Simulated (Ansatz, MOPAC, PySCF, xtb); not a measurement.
Two conformers of C2H6FIn (SMILES C[CH2][InH][F]), B3LYP-D3(BJ)/def2-TZVP minima.
Conformer 1 (charge 0, multiplicity 1):
```xyz
10

C     -1.2651     0.2462    -0.3389
C     -0.2859    -0.6033     0.4701
In     1.7796    -0.0313     0.1662
F      1.7787     1.6328    -0.9260
H     -1.1680     1.3069    -0.1074
H     -1.1009     0.1414    -1.4119
H     -2.2973    -0.0501    -0.1309
H     -0.3694    -1.6635     0.2234
H     -0.4748    -0.5202     1.5427
H      3.4030    -0.4590     0.5128
```
Conformer 2 (charge 0, multiplicity 1):
```xyz
10

C     -1.3614     0.5378     0.0505
C     -0.2999    -0.5569     0.1435
In     1.7443     0.0575    -0.2112
F      2.9109    -1.5426    -0.0302
H     -2.3592     0.1336     0.2440
H     -1.1906     1.3355     0.7761
H     -1.3869     0.9996    -0.9384
H     -0.4848    -1.3587    -0.5739
H     -0.2896    -1.0247     1.1297
H      2.7171     1.4189    -0.5901
```

No zero-point or thermal terms.

Frozen-core correlation. Filled d and f shells under p-block atoms count as core. The state reached by PM3, PM6, PM7 isn't checked; PM7 holds dispersion and hydrogen-bond terms.

Run with Ansatz (Gaussian basis) for Hartree–Fock, density functionals and correlated methods; MOPAC for PM3, PM6, PM7 (differences of heats of formation); PySCF for the dispersion terms; xtb for the GFN methods. Values without a source in brackets are computed. In def2 rows elements past Kr take small-core potentials, without spin–orbit coupling.

| level | electronic energy of conformer 2 less that of conformer 1 (meV) |
|---|---|
| PM3 | 43.9 |
| PM6 | -12.6 |
| PM7 | -36.0 |
| GFN1-xTB | -17.9 |
| HF/def2-SVP | 5.2 |
| revPBE-D3(BJ)/def2-TZVPP | 16.6 |
| r2SCAN-D4/def2-TZVPP | 24.2 |
| B3LYP-D4/def2-TZVPP | ___ |
| MP2/def2-TZVPP | ___ |

**Question.** Complete the blanks.

**Answer.** 
- B3LYP-D4/def2-TZVPP, electronic energy of conformer 2 less that of conformer 1 (meV): 19.6
- MP2/def2-TZVPP, electronic energy of conformer 2 less that of conformer 1 (meV): 12.7

Ansatz is a quantum-chemistry and plane-wave program.
